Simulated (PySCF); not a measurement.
TlBr at PBE0

Level: PBE0. PySCF, scalar-relativistic core potentials, basis sets Tl cc-pVTZ-PP with ECP60, Br cc-pVTZ-PP with ECP10.

```json
{"state": "¹Σ⁺ (singlet), closed shell", "bond length": "2.649 Å", "harmonic wavenumber": "190 cm⁻¹", "force constant": "1.21 mdyn/Å", "rotational constant Be": "0.04216 cm⁻¹", "anharmonicity ωexe": "0.405 cm⁻¹", "vibration–rotation constant αe": "0.000129 cm⁻¹", "well depth De to Tl + Br": "4.00 eV", "dissociation energy D0": "3.99 eV", "HOMO–LUMO gap": "5.37 eV", "bond order (Mayer)": "0.95", "dipole moment (positive dipole means Tl(−)Br(+))": "-4.48 D"}
```

Spin–orbit coupling is left out, which matters for elements this heavy, above all for dissociation energies.
